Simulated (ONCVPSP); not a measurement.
**Cutoff test, Ga (Z = 31), ONCV**

gallium, optimised norm-conserving Vanderbilt (ONCV), made with ONCVPSP 4.0.1 (PBE, scalar-relativistic). Core [Ar] 3d10, reference 4s2 4p1. Waves: 4s: rc 2.00 bohr, ncon 4, nbas 8, qcut 4.2 1/bohr, local; 4p: rc 2.30 bohr, ncon 4, nbas 8, qcut 3.1 1/bohr, 1 projector. Local part: the s channel. Core correction: Teter function, fcfact 3, rcfact 1.3.

Question: For each optimised wave give the share of its norm inside rc, the residual kinetic energy above qcut (Ha) and the cutoffs (Ha) for errors of 10, 1, 0.1 and 0.01 mHa per electron.

Answer:

| wave | norm inside rc | residual KE | 10 mHa | 1 mHa | 0.1 mHa | 0.01 mHa |
| --- | --- | --- | --- | --- | --- | --- |
| 4s | 0.405 | 1.3e-04 | 4.7 | 7.0 | 9.7 | 38.0 |
| 4p | 0.248 | 3.0e-04 | 1.3 | 2.4 | 11.8 | 36.0 |

The occupied waves need 7.0 Ha and 12 Ha for 1 and 0.1 mHa.
